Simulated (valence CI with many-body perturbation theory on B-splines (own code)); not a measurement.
Level structure of Hf51+

Computed by relativistic CI+MBPT: three valence electrons over a frozen Dirac-Fock core [Ar], a basis of 7 s, 7 p, 8 d, 6 f, 4 g, 1 h functions for each j, with the one-electron correlation potential Σ1 (screened to all orders), the two-electron term Σ2, the three-electron term Σ3, Breit, model QED; selected single and double excitations, second order for the rest, scaled by the run's own slope (own B-spline code, finite nucleus).

No measured spectrum was set against this ion. As an estimate, large intervals hold to a few tenths of a per cent, small ones and those within an open d or f shell to about a per cent. The list stops below the first excitations out of the core. Only levels of the ground parity were solved; by the run's estimate the other parity begins above the list, which can be wrong where configurations are misplaced.

Levels 1 to 19 of 19, with energies above the lowest level, (3d3/2^3) J=3/2. "Leading %" is the weight of the configuration and term that name the level; weights of strongly mixed levels are sums over their largest components and can fall short, so below about 35 % the name and the second component can differ from the true leading terms, or belong to a minority configuration. In the jj column 3d3/2^4 stands for four electrons in 3d with j = 3/2.

| No. | Configuration | Term | J | E (eV) | Leading % | g | Second component | Leading jj |
| --- | --- | --- | --- | --- | --- | --- | --- | --- |
| 1 | 3d³ | ⁴F | 3/2 | 0.00 | 45 | 0.714 | 39 % 3d³ ²D | 3d3/2^3 (98 %) |
| 2 | 3d³ | ⁴F | 5/2 | 56.87 | 82 | 1.051 | 16 % 3d³ ²D | 3d3/2^2 3d5/2 (99 %) |
| 3 | 3d³ | ⁴P | 3/2 | 63.04 | 38 | 1.171 | 32 % 3d³ ⁴F | 3d3/2^2 3d5/2 (99 %) |
| 4 | 3d³ | ²G | 7/2 | 66.56 | 49 | 1.038 | 33 % 3d³ ⁴F | 3d3/2^2 3d5/2 (97 %) |
| 5 | 3d³ | ²H | 9/2 | 66.61 | 46 | 1.035 | 42 % 3d³ ²G | 3d3/2^2 3d5/2 (99 %) |
| 6 | 3d³ | ⁴P | 1/2 | 68.19 | 58 | 1.810 | 42 % 3d³ ²P | 3d3/2^2 3d5/2 (100 %) |
| 7 | 3d³ | ²D | 5/2 | 90.45 | 43 | 1.247 | 34 % 3d³ ⁴P | 3d3/2^2 3d5/2 (95 %) |
| 8 | 3d³ | ⁴F | 7/2 | 122.25 | 66 | 1.113 | 32 % 3d³ ²G | 3d3/2 3d5/2^2 (98 %) |
| 9 | 3d³ | ⁴F | 9/2 | 126.63 | 51 | 1.130 | 41 % 3d³ ²H | 3d3/2 3d5/2^2 (98 %) |
| 10 | 3d³ | ⁴P | 3/2 | 131.67 | 41 | 1.109 | 38 % 3d³ ²D | 3d3/2 3d5/2^2 (100 %) |
| 11 | 3d³ | ²P | 1/2 | 134.50 | 58 | 1.506 | 42 % 3d³ ⁴P | 3d3/2 3d5/2^2 (100 %) |
| 12 | 3d³ | ²H | 11/2 | 135.90 | 100 | 1.080 |  | 3d3/2 3d5/2^2 (100 %) |
| 13 | 3d³ | ²D | 5/2 | 136.25 | 42 | 1.280 | 36 % 3d³ ⁴P | 3d3/2 3d5/2^2 (95 %) |
| 14 | 3d³ | ²F | 5/2 | 144.40 | 43 | 1.095 | 40 % 3d³ ²D | 3d3/2 3d5/2^2 (98 %) |
| 15 | 3d³ | ²F | 7/2 | 145.09 | 80 | 1.086 | 19 % 3d³ ²G | 3d3/2 3d5/2^2 (98 %) |
| 16 | 3d³ | ²D | 3/2 | 164.16 | 77 | 0.895 | 18 % 3d³ ²P | 3d3/2 3d5/2^2 (95 %) |
| 17 | 3d³ | ²G | 9/2 | 191.88 | 50 | 1.156 | 37 % 3d³ ⁴F | 3d5/2^3 (99 %) |
| 18 | 3d³ | ²D | 3/2 | 205.61 | 45 | 1.122 | 40 % 3d³ ²P | 3d5/2^3 (96 %) |
| 19 | 3d³ | ²D | 5/2 | 215.43 | 60 | 1.160 | 23 % 3d³ ²F | 3d5/2^3 (97 %) |

The ionisation energy to 3d² ³F2 of the next ion comes out as 4704.3 eV (NIST: 4703 ± 4 eV (theoretical)). All 19 levels together are meant to be complete up to 223.45 eV.
